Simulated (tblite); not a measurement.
C5H10F2SeSi.
Numbering: `[F:1][CH:2]([F:3])[CH2:4][C@@H:5]1[CH2:6][C@@H:7]1[Se:8][SiH3:9]` (hydrogens: H10 on C2; H11, H12 on C4; H13 on C5; H14, H15 on C6; H16 on C7; H17, H18, H19 on Si9)

Computed with GFN2-xTB (tblite), gas phase: L-BFGS steps from a force-field or distance-geometry start until the largest atomic force falls under 0.01 eV/Å.

Step 62: E = -821.3676 eV
```
atom  x, y, z in Å  |  force x, y, z in eV/Å
F1     -3.5107    0.6377   -0.9464    0.002   0.002   0.005
C2     -2.9855   -0.3147   -0.1358   -0.007  -0.008  -0.008
F3     -2.7692   -1.3989   -0.9204    0.020   0.022  -0.034
C4     -1.6975    0.1596    0.5207    0.025   0.002  -0.018
C5     -0.7192    0.7141   -0.4909    0.003  -0.030  -0.036
C6      0.1834   -0.2182   -1.2446   -0.020  -0.001  -0.002
C7      0.7543    0.7114   -0.2189   -0.028   0.016   0.000
Se8     1.4946   -0.0013    1.4405    0.028   0.010  -0.004
Si9     3.5834   -0.3862    0.6103   -0.029   0.001   0.010
H10    -3.7613   -0.5886    0.5953   -0.028  -0.019   0.020
H11    -1.2560   -0.6952    1.0376    0.008   0.012   0.027
H12    -1.9521    0.9239    1.2583    0.023   0.007  -0.008
H13    -1.1065    1.5719   -1.0320    0.019  -0.014   0.037
H14     0.3822   -0.0301   -2.2897   -0.004   0.011   0.020
H15     0.1208   -1.2689   -0.9973    0.005   0.022   0.008
H16     1.3295    1.5684   -0.5515   -0.018  -0.010  -0.024
H17     4.2355    0.8998    0.3609   -0.020  -0.031   0.008
H18     4.2449   -1.1557    1.6540    0.000   0.011  -0.027
H19     3.4196   -1.1199   -0.6423    0.020  -0.004   0.026
```

Step 63: E = -821.3681 eV
```
atom  x, y, z in Å  |  force x, y, z in eV/Å
F1     -3.5168    0.6427   -0.9382    0.007   0.002  -0.001
C2     -2.9861   -0.3146   -0.1368   -0.014  -0.004  -0.009
F3     -2.7672   -1.3915   -0.9309    0.016   0.029  -0.025
C4     -1.6981    0.1594    0.5204    0.008  -0.004  -0.011
C5     -0.7199    0.7132   -0.4910    0.003  -0.024  -0.030
C6      0.1840   -0.2187   -1.2428   -0.022  -0.003  -0.003
C7      0.7541    0.7125   -0.2190   -0.047   0.032  -0.003
Se8     1.4947    0.0037    1.4403    0.059   0.003   0.006
Si9     3.5855   -0.3869    0.6109   -0.039   0.006   0.015
H10    -3.7607   -0.5965    0.5930   -0.014  -0.023   0.020
H11    -1.2581   -0.6963    1.0369    0.014   0.013   0.033
H12    -1.9522    0.9243    1.2577    0.021  -0.003  -0.009
H13    -1.1091    1.5698   -1.0331    0.027  -0.014   0.034
H14     0.3814   -0.0326   -2.2878    0.003   0.012  -0.001
H15     0.1244   -1.2680   -0.9919   -0.002  -0.005   0.005
H16     1.3263    1.5701   -0.5534   -0.003   0.005  -0.026
H17     4.2415    0.8968    0.3571   -0.029  -0.038   0.010
H18     4.2495   -1.1541    1.6555   -0.012   0.016  -0.033
H19     3.4170   -1.1241   -0.6393    0.023  -0.001   0.030
```

Step 64: E = -821.3688 eV
```
atom  x, y, z in Å  |  force x, y, z in eV/Å
F1     -3.5240    0.6486   -0.9285    0.010   0.004  -0.003
C2     -2.9870   -0.3145   -0.1382   -0.016   0.000  -0.003
F3     -2.7644   -1.3817   -0.9446    0.007   0.032  -0.012
C4     -1.6986    0.1589    0.5199   -0.011  -0.014   0.010
C5     -0.7206    0.7119   -0.4915   -0.018  -0.010  -0.006
C6      0.1843   -0.2192   -1.2405   -0.011  -0.018  -0.018
C7      0.7530    0.7143   -0.2191   -0.036   0.045   0.001
Se8     1.4959    0.0099    1.4405    0.071   0.000   0.014
Si9     3.5869   -0.3875    0.6121   -0.041   0.007   0.011
H10    -3.7597   -0.6064    0.5907    0.008  -0.024   0.006
H11    -1.2597   -0.6976    1.0363    0.015   0.019   0.031
H12    -1.9520    0.9244    1.2574    0.019  -0.015  -0.017
H13    -1.1114    1.5669   -1.0338    0.026  -0.001   0.021
H14     0.3803   -0.0357   -2.2856    0.011   0.012  -0.020
H15     0.1279   -1.2667   -0.9852   -0.009  -0.036   0.000
H16     1.3224    1.5719   -0.5565    0.010   0.020  -0.024
H17     4.2486    0.8924    0.3525   -0.036  -0.037   0.010
H18     4.2545   -1.1516    1.6567   -0.022   0.015  -0.031
H19     3.4138   -1.1290   -0.6351    0.025   0.000   0.030
```

Step 65: E = -821.3695 eV
```
atom  x, y, z in Å  |  force x, y, z in eV/Å
F1     -3.5319    0.6559   -0.9176    0.013   0.003   0.004
C2     -2.9887   -0.3141   -0.1397   -0.011   0.005   0.001
F3     -2.7626   -1.3699   -0.9604   -0.005   0.033   0.005
C4     -1.6995    0.1574    0.5192   -0.032  -0.022   0.022
C5     -0.7221    0.7095   -0.4922   -0.018  -0.001   0.016
C6      0.1851   -0.2203   -1.2380    0.002  -0.016  -0.011
C7      0.7511    0.7175   -0.2186   -0.023   0.031  -0.005
Se8     1.4989    0.0177    1.4411    0.060   0.005   0.020
Si9     3.5879   -0.3879    0.6130   -0.033   0.005   0.004
H10    -3.7590   -0.6171    0.5884    0.029  -0.024  -0.014
H11    -1.2613   -0.6992    1.0360    0.015   0.015   0.028
H12    -1.9513    0.9234    1.2569    0.010  -0.015  -0.015
H13    -1.1138    1.5630   -1.0349    0.016   0.015   0.003
H14     0.3803   -0.0391   -2.2831    0.017   0.008  -0.036
H15     0.1328   -1.2663   -0.9775   -0.013  -0.054  -0.007
H16     1.3178    1.5751   -0.5593    0.017   0.032  -0.022
H17     4.2563    0.8865    0.3469   -0.038  -0.024   0.007
H18     4.2596   -1.1482    1.6574   -0.029   0.009  -0.022
H19     3.4106   -1.1346   -0.6299    0.023  -0.004   0.022
```

Task: Estimate the geometry and energy of step 66. (The exact step hangs on the optimiser's Hessian estimate; all steps are aligned on step 65, rigid shifts and turns removed.)

Result: E = -821.3701 eV, largest force 0.056 eV/Å
```
atom  x, y, z in Å  |  force x, y, z in eV/Å
F1     -3.5377    0.6618   -0.9085    0.011   0.008   0.010
C2     -2.9896   -0.3139   -0.1412    0.000   0.007   0.010
F3     -2.7599   -1.3590   -0.9742   -0.012   0.021   0.012
C4     -1.7000    0.1557    0.5191   -0.030  -0.022   0.031
C5     -0.7232    0.7080   -0.4925   -0.024   0.006   0.032
C6      0.1851   -0.2214   -1.2360    0.016  -0.019  -0.012
C7      0.7491    0.7204   -0.2186    0.013   0.012  -0.005
Se8     1.5022    0.0251    1.4423    0.027   0.016   0.018
Si9     3.5870   -0.3877    0.6142   -0.017  -0.001  -0.009
H10    -3.7572   -0.6273    0.5860    0.037  -0.022  -0.028
H11    -1.2611   -0.7007    1.0360    0.006   0.016   0.019
H12    -1.9496    0.9217    1.2572   -0.002  -0.014  -0.012
H13    -1.1148    1.5610   -1.0349    0.001   0.027  -0.013
H14     0.3799   -0.0423   -2.2817    0.018   0.001  -0.029
H15     0.1348   -1.2665   -0.9711   -0.012  -0.052  -0.018
H16     1.3152    1.5770   -0.5634    0.011   0.033  -0.013
H17     4.2614    0.8812    0.3422   -0.035  -0.005   0.003
H18     4.2618   -1.1449    1.6578   -0.028  -0.001  -0.007
H19     3.4067   -1.1390   -0.6249    0.021  -0.010   0.011
```

The energy changes by -0.0006 eV. The first-order estimate −F·Δx gives -0.0009 eV and the mean of the old and new forces, exact on a quadratic surface, -0.0006 eV. The step makes an angle of 79° with the force vector and moves no atom by more than 0.018 Å.

What follows is the cost of the whole relaxation. On one thread of an Arm Neoverse N1, on a shared host, this took 2.0 s of wall time.
